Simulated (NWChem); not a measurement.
System: C2H7BO; SMILES B(O)CC

Input file for NWChem:

```
start job
memory heap 200 mb stack 900 mb global 1100 mb
geometry units angstroms noautoz
  B     -0.644995     0.891477     0.000000
  H     -1.648435     1.572980     0.000000
  C     -0.719168    -0.683090     0.000000
  C      0.607175    -1.434662     0.000000
  H     -1.338165    -0.975316    -0.869399
  H     -1.338165    -0.975316     0.869399
  H      1.214645    -1.194846     0.889589
  H      1.214645    -1.194846    -0.889589
  H      0.471237    -2.527075     0.000000
  O      0.519360     1.577632     0.000000
  H      1.290969     0.998421     0.000000
end
basis spherical
  * library def2-svp
end
dft
  xc b3lyp
  iterations 150
  mulliken
end
task dft energy
```

Structure relaxed at the PBE0/def2-SVP level.

**Question.** Give the results of this calculation. (B3LYP/def2-SVP.) Quantities: energy (Ha); highest occupied level (eV); orbital gap (eV); dipole (D).

**Answer.** 
```json
{
  "energy (Ha)": "-180.42",
  "highest occupied level (eV)": "-7.99",
  "orbital gap (eV)": "8.27",
  "dipole (D)": "1.95"
}
```
